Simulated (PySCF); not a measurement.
## How methods differ on the ionisation energy of Bi²⁺

Bi²⁺ [Xe] 4f14 5d10 6s2 6p1 (2P) → Bi³⁺ [Xe] 4f14 5d10 6s2 (1S), as a difference of total energies. Calculation: PySCF 2.14, in def2-TZVPPD with the def2 core potential (60 electrons); a scalar-relativistic core potential. Correlated levels: valence: 5s2 5p6 5d10 frozen; valence and next inner shell: nothing frozen outside the core potential. The calculations carry no spin-orbit coupling.

```json
{"method": "UHF", "ionisation energy (eV)": "23.041"}
{"method": "LDA", "ionisation energy (eV)": "23.884"}
{"method": "PBE", "ionisation energy (eV)": "23.639"}
{"method": "PBE0", "ionisation energy (eV)": "23.663"}
{"method": "r2SCAN", "ionisation energy (eV)": "23.727"}
{"method": "LC-wPBE", "ionisation energy (eV)": "23.772"}
{"method": "MN15", "ionisation energy (eV)": "23.749"}
{"method": "B97-3", "ionisation energy (eV)": "23.435"}
{"method": "HSE06", "ionisation energy (eV)": "23.670"}
{"method": "MP2 (valence)", "ionisation energy (eV)": "23.233"}
{"method": "SCS-MP2 (valence)", "ionisation energy (eV)": "23.221"}
{"method": "MP2 (valence and next inner shell)", "ionisation energy (eV)": "23.432"}
{"method": "SCS-MP2 (valence and next inner shell)", "ionisation energy (eV)": "23.344"}
```

Q: How much does correlation contribute at MP2 (valence and next inner shell)?

A: 23.432 − (23.041) = 0.391 eV, measured against UHF.

The reference lies between the lowest fine-structure levels, while these numbers refer to the centres of the terms.

Errors of the correlated levels include the incompleteness of this basis and the frozen core.

For comparison: 25.571 eV (measured; NIST Atomic Spectra Database, ionization energies).
